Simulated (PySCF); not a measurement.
Identify the compound

Molecular formula: C6H11NSi2. Simulated spectra:

¹H NMR (500 MHz, computed): δ 8.04 (d, 2H), 7.68 (m, 1H), 7.68 (m, 2H), 5.84 (q, 1H), 3.37 (d, 3H), 0.22 (br s, 2H).

¹³C{¹H} NMR (computed): δ 142.6 (C), 139.8 (CH, 2C), 135.9 (CH), 133.3 (CH, 2C).

[PySCF: GIAO PBE0/pcSseg-1 shieldings; coordinates at the GFN2-xTB level; in vacuum; one averaged value for each set of equivalent atoms; non-relativistic; single conformer]

References, each an isolated molecule treated in the same way: ¹H (σ = 31.72 ppm), ¹³C (σ = 186.93 ppm) against TMS.

**Question.** Deduce the structure.

**Answer.** 
1. Rings plus π bonds: 4 (1 ring in the answer).
2. 4 carbon signals for 6 carbons: some carbons are equivalent by symmetry or fast rotation.
3. Carbon types of the structure: 1 × C, 5 × CH, leaving 6 H on heteroatoms.
4. δC 142.6: substituted aromatic carbon.
5. δC 139.8, 135.9, 133.3: aromatic CH; the aromatic region.
6. δH 8.04, 7.68, 7.68: hydrogen on an aromatic CH; aromatic region.
7. δH 5.84: hydrogen on a silicon bonded to C, N, Si.
8. δH 3.37: hydrogen on a silicon bonded to Si.
9. δH 0.22: hydrogen on a nitrogen bonded to Si; exchangeable; this is the value without hydrogen bonding to other molecules.

These data were computed for `N[Si@@H]([SiH3])c1ccccc1`.

The data come from this structure; uniqueness wasn't tested.

Exchangeable OH/NH protons stand at their gas-phase positions; hydrogen bonding in a real sample shifts them, mostly to higher δ. Shifts are as computed. Against solution values, carbons near 30 ppm lie about +3 ppm off and those near 130 ppm about +5 ppm. Of 1211 compounds with measured shifts, 218 miss one by over three times the rms of a fit or turn the order of signals round; such compounds aren't used in these exercises. No couplings were computed; multiplicities are counted from neighbouring protons, with m where these are inequivalent, close in shift, in a saturated or five-membered ring or joined by F or P, and br s for small geminal =CH2 splittings.
